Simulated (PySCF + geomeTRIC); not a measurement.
Species: CH4OS, SMILES `COS` (C–O–S–H torsion 81°) (charge 0, multiplicity 1).

Question: Give a relaxed geometry from B3LYP-D3(BJ)/def2-TZVP (PySCF + geomeTRIC).

Answer: One answer among several that fit: the end point of this relaxation, one of several conformers (outside a Z-matrix the atoms follow the SMILES, hydrogens last).
Bonds (Å): C1–O2 1.429, C1–H4 1.090, C1–H5 1.092, C1–H6 1.094, O2–S3 1.661, S3–H7 1.354. Bond angles (°): O2–C1–H4 106.0, O2–C1–H5 111.2, O2–C1–H6 110.8, H4–C1–H5 110.0, H4–C1–H6 109.6, H5–C1–H6 109.3, C1–O2–S3 115.0, O2–S3–H7 98.8.
